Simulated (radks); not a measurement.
Problem. All-electron atom: Zr4+ in [Kr]. Method: Dirac Kohn-Sham, PBE, spin-unpolarised, spherical densities, finite nucleus; Fermi nuclear charge, rms radius 4.2694 fm; computed with a radial shooting solver on a logarithmic mesh with Libxc functionals. Some entries of the table are withheld. Estimate them.

orbital,occ.,eigenvalue (hartree),<r^2> (bohr^2),r(max) (bohr)
1s1/2,2,-656.3325,0.001853,(1)
2s1/2,2,-92.29687,0.03111,0.1371
2p1/2,2,-84.62169,0.02360,0.1070
2p3/2,4,-81.46667,0.02498,0.1106
3s1/2,2,-16.44094,0.2408,0.4083
3p1/2,2,-13.58409,0.2412,0.3962
3p3/2,4,-13.08127,0.2522,0.4053
3d3/2,4,-8.04711,0.2449,0.3457
3d5/2,6,-7.95516,0.2486,0.3484
4s1/2,2,-3.51126,1.598,1.071
4p1/2,2,-2.72275,1.917,(2)
4p3/2,4,-2.65210,1.993,(3)
4d3/2,0,-1.49034,3.355,1.434
4d5/2,0,-1.48225,3.391,1.443
5s1/2,0,-1.22489,8.106,2.546

Solution. 
(1) 1s1/2 r(max) (bohr): 0.02414
(2) 4p1/2 r(max) (bohr): 1.148
(3) 4p3/2 r(max) (bohr): 1.171
